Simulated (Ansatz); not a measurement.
Cost and result for the atomization energy of `O[SiH]S[SiH2]O` radical (10 atoms, 9 bonds).

```xyz
10

O     0.869   -1.381   -0.433
Si    1.624   -0.344    0.636
S     0.105    0.739    1.633
Si   -1.081    1.156   -0.117
O    -1.811   -0.189   -0.690
H     1.437   -1.812   -1.076
H     2.376   -1.109    1.679
H    -2.137    2.095    0.313
H    -0.182    1.770   -1.127
H    -1.201   -0.925   -0.818
```

Total charge 0; spin multiplicity 2. Geometry: relaxed with PBE0-D4/def2-TZVP. It is one conformer, not always the lowest. Program: Ansatz. Hardware: A = 2 threads of an AMD EPYC 7R13 on a shared host; B = 2 threads of an AMD EPYC 7R13 on a shared host and a share of an NVIDIA H100 80 GB. Times are those of one run each, without the atoms' runs, and a repeat can differ threefold. Electronic energies, without spin–orbit coupling; frozen cores. CCSD(T)/CBS adds CCSD(T) − MP2 in def2-TZVPP to the MP2 limit, and its time is that of the two runs behind it. T1 = 0.014; ⟨S²⟩ of the reference is 0.76. B3LYP takes the VWN-RPA correlation (the form of Gaussian; ORCA's B3LYP/G).

CCSD(T)/CBS is a level of theory with its own doubt, some kJ/mol a heavy atom from the limit and from the frozen cores, so smaller differences don't rank the functionals.

```tsv
level	functions	wall time	atomization (kJ/mol)	difference from CCSD(T)/CBS	per bond
MP2/def2-QZVPP [B]	474	6.5 s	3470.0	28.6	3.2
PBE-D4/def2-TZVPP (with forces) [A]	258	7 s	3459.8	18.4	2.0
PBE0-D4/def2-TZVPP [A]	258	13 s	3393.6	-47.8	-5.3
r2SCAN-D4/def2-TZVPP (with forces) [A]	258	14 s	3450.1	8.7	1.0
B2PLYP/def2-TZVPP [A]	258	16 s	3370.6	-70.8	-7.9
B3LYP-D4/def2-TZVPP (with forces) [A]	258	17 s	3409.7	-31.7	-3.5
CCSD(T)/def2-TZVPP [B]	258	17 s	3322.0	-119.4	-13.3
CCSD(T)/CBS(def2)	–	24 s	3441.4	0.0	0.0
ωB97X-V/def2-TZVPP [A]	258	26 s	3446.0	4.6	0.5
ωB97M-V/def2-TZVPP (with forces) [A]	258	35 s	3438.4	-3.0	-0.3
```

In def2-TZVPP, CCSD(T) changes the Hartree–Fock value by +890.7 kJ/mol (the triples alone add +56.9 kJ/mol) and MP2 by +967.1 kJ/mol; breaking electron pairs costs correlation energy, which Hartree–Fock lacks. The D4 term adds +48.4 kJ/mol with B3LYP and +25.2 kJ/mol with PBE0; it sums over pairs of atoms, weighted by their polarisabilities, and B3LYP, whose exchange is more repulsive, gets the larger term. From PBE to PBE0 (25 % exact exchange), in def2-TZVPP and without D4, the atomization energy moves by −61.9 kJ/mol: exact exchange takes away binding that semilocal exchange gives to molecules.
